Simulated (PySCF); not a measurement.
CH₆OSSi. Atoms are numbered in the order given.

```xyz
10

Si     0.9130    -0.2975    -0.5290
O      1.8375    -0.6727     0.8023
S     -0.7872     0.9437    -0.1642
C     -1.9721    -0.2810     0.4837
H      0.4066    -1.5535    -1.1672
H      1.7969     0.4892    -1.4230
H      1.4484    -1.2564     1.4595
H     -2.0458    -1.1562    -0.1780
H     -1.7069    -0.6034     1.5004
H     -2.9520     0.2130     0.5216
```
Charge 0, spin multiplicity 1.

Geometry: PBE0-D3(BJ)/def2-SVP. Other conformers were not sampled.

Calculation: TDA-PBE/def2-SVPD in PySCF 2.14.0.

Vertical excitations. Isolated molecule, no solvent.

Computed excitation energies, oscillator strengths and character:
```json
[
 {"state": "S1", "energy (eV)": "5.08", "λ (nm)": "244", "f": "0.023", "main pairs": "HOMO→LUMO 97 %"},
 {"state": "S2", "energy (eV)": "5.63", "λ (nm)": "220", "f": "0.017", "main pairs": "HOMO→LUMO+1 94 %"},
 {"state": "S3", "energy (eV)": "5.97", "λ (nm)": "208", "f": "0.018", "main pairs": "HOMO→LUMO+2 88 %"},
 {"state": "S4", "energy (eV)": "6.23", "λ (nm)": "199", "f": "0.005", "main pairs": "HOMO→LUMO+3 75 %, HOMO−1→LUMO 14 %"},
 {"state": "S5", "energy (eV)": "6.25", "λ (nm)": "198", "f": "0.016", "main pairs": "HOMO−1→LUMO 78 %, HOMO→LUMO+3 15 %"},
 {"state": "S6", "energy (eV)": "6.57", "λ (nm)": "189", "f": "0.010", "main pairs": "HOMO→LUMO+4 93 %"},
 {"state": "S7", "energy (eV)": "6.79", "λ (nm)": "183", "f": "0.012", "main pairs": "HOMO−1→LUMO+1 62 %, HOMO→LUMO+5 32 %"},
 {"state": "S8", "energy (eV)": "6.81", "λ (nm)": "182", "f": "0.026", "main pairs": "HOMO→LUMO+5 67 %, HOMO−1→LUMO+1 25 %"},
 {"state": "S9", "energy (eV)": "7.06", "λ (nm)": "175", "f": "0.005", "main pairs": "HOMO−2→LUMO 92 %"},
 {"state": "S10", "energy (eV)": "7.15", "λ (nm)": "173", "f": "0.022", "main pairs": "HOMO→LUMO+6 54 %, HOMO−1→LUMO+2 38 %"},
 {"state": "T1", "energy (eV)": "4.78", "λ (nm)": "259", "f": "0", "main pairs": "HOMO→LUMO 99 %"},
 {"state": "T2", "energy (eV)": "5.16", "λ (nm)": "240", "f": "0", "main pairs": "HOMO→LUMO+1 98 %"},
 {"state": "T3", "energy (eV)": "5.62", "λ (nm)": "221", "f": "0", "main pairs": "HOMO→LUMO+2 97 %"},
 {"state": "T4", "energy (eV)": "5.92", "λ (nm)": "209", "f": "0", "main pairs": "HOMO−1→LUMO 90 %"}
]
```
Triplets are in the Tamm–Dancoff approximation.
